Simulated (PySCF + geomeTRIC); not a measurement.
Species: [Zr(formamidinato)(F)3] (charge 0, multiplicity 1).

### Question
Give a relaxed geometry from PySCF + geomeTRIC with BP86-D3(BJ)/def2-SVP.

### Answer
One answer among several that fit: the end point of this relaxation, one of several conformers.
Cartesian coordinates (Å) in one orientation:
```xyz
10

Zr    -0.164     0.201    -0.015
C      1.736     2.093     0.219
N      1.124     1.495     1.248
N      1.320     1.675    -0.969
H      2.523     2.870     0.357
H      1.381     1.753     2.202
H      1.748     2.089    -1.799
F      0.548    -1.366    -0.858
F     -1.729     0.913    -0.861
F     -0.906    -0.541     1.596
```
